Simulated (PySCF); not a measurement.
Compound: C₉H₆O.
Structure used (GFN2-xTB), in Å, numbered top down from 1:
```
atom  x, y, z in Å
C1     1.8105    2.6876    0.0350
C2     1.0631    1.7478   -0.0014
C3     0.1311    0.6849   -0.0603
C4    -1.1989    0.9661   -0.3730
C5    -2.1316   -0.0518   -0.4383
C6    -1.7565   -1.3661   -0.1924
C7    -0.4438   -1.6566    0.1197
C8     0.5135   -0.6448    0.1898
C9     1.9014   -0.9848    0.5199
O10    2.3037   -2.0992    0.7441
H11    2.4796    3.4951    0.0721
H12   -1.4897    1.9887   -0.5643
H13   -3.1581    0.1794   -0.6817
H14   -2.4895   -2.1566   -0.2462
H15   -0.1242   -2.6693    0.3167
H16    2.5818   -0.1115    0.5489
```

Computed, not measured: PBE0/def2-SVPD in PySCF (dipole) on a GFN2-xTB geometry, gas phase.

Masses are those of the commonest isotopes; rigid-rotor values at the optimised geometry. The values belong to one conformer with, in the numbering `[CH:1]#[C:2][c:3]1[cH:4][cH:5][cH:6][cH:7][c:8]1[CH:9]=[O:10]`, C7–C8–C9–O10 0°.

What are A, B and C (MHz)?

Ia = 308.94, Ib = 336.33, Ic = 645.28 u·Å²; 505379 MHz·u·Å²/I gives A = 1636, B = 1503, C = 783.2 MHz.

Classify the top.

An asymmetric top. Ray's parameter κ = (2B − A − C)/(A − C) = 0.688; −1 is the prolate and +1 the oblate limit.

What does the inertial defect say?

Planar: Δ = Ic − Ia − Ib = 0.00 u·Å². For a rigid frame Δ = −2 Σ m c², so it vanishes when all atoms lie in the ab plane; here none is more than 0.01 Å from it.

Which lines would a microwave search look for?

The dipole components are |μa| = 1.47 D, |μb| = 3.17 D, |μc| = 0.00 D; the mirror of this Cs structure is the ab plane, so μc vanishes by symmetry and there are no c-type lines. The squared components, which scale the intensities, stand as 0.22 : 1.00 (a : b). Some lines, for components of 0.1 D or more:

```json
{"type": "a", "branch": "Q", "J(Ka,Kc)": "3(3,0) ← 3(3,1)", "MHz": "459", "lower level (cm⁻¹)": "0.616"}
{"type": "b", "branch": "Q", "J(Ka,Kc)": "2(2,1) ← 2(1,2)", "MHz": "2558", "lower level (cm⁻¹)": "0.209"}
{"type": "b", "branch": "Q", "J(Ka,Kc)": "4(3,2) ← 4(2,3)", "MHz": "3983", "lower level (cm⁻¹)": "0.810"}
{"type": "a", "branch": "R", "J(Ka,Kc)": "2(1,1) ← 1(1,0)", "MHz": "5291", "lower level (cm⁻¹)": "0.105"}
{"type": "a", "branch": "R", "J(Ka,Kc)": "3(1,3) ← 2(1,2)", "MHz": "5475", "lower level (cm⁻¹)": "0.209"}
{"type": "b", "branch": "Q", "J(Ka,Kc)": "4(2,3) ← 4(1,4)", "MHz": "5475", "lower level (cm⁻¹)": "0.627"}
{"type": "b", "branch": "R", "J(Ka,Kc)": "4(1,4) ← 3(0,3)", "MHz": "7050", "lower level (cm⁻¹)": "0.392"}
{"type": "a", "branch": "R", "J(Ka,Kc)": "4(1,3) ← 3(1,2)", "MHz": "8657", "lower level (cm⁻¹)": "0.520"}
{"type": "b", "branch": "R", "J(Ka,Kc)": "4(2,3) ← 3(1,2)", "MHz": "8666", "lower level (cm⁻¹)": "0.520"}
{"type": "b", "branch": "R", "J(Ka,Kc)": "4(2,2) ← 3(3,1)", "MHz": "9562", "lower level (cm⁻¹)": "0.616"}
{"type": "a", "branch": "R", "J(Ka,Kc)": "4(3,1) ← 3(3,0)", "MHz": "11068", "lower level (cm⁻¹)": "0.631"}
{"type": "b", "branch": "R", "J(Ka,Kc)": "4(4,1) ← 3(3,0)", "MHz": "12391", "lower level (cm⁻¹)": "0.631"}
{"type": "b", "branch": "R", "J(Ka,Kc)": "4(3,1) ← 3(2,2)", "MHz": "14295", "lower level (cm⁻¹)": "0.523"}
{"type": "b", "branch": "R", "J(Ka,Kc)": "4(2,2) ← 3(1,3)", "MHz": "16270", "lower level (cm⁻¹)": "0.392"}
```

No GFN2-xTB frequencies stand behind this structure, so it isn't proved a minimum. Constants of a rigid frame at the computed geometry: no zero-point averaging, no centrifugal distortion.

Cost: about 2.1 min of CPU time on one thread; the machine was shared, so the figure is rough. This is the PBE0/def2-SVPD job that gave the dipole, with the excitations it also computed.
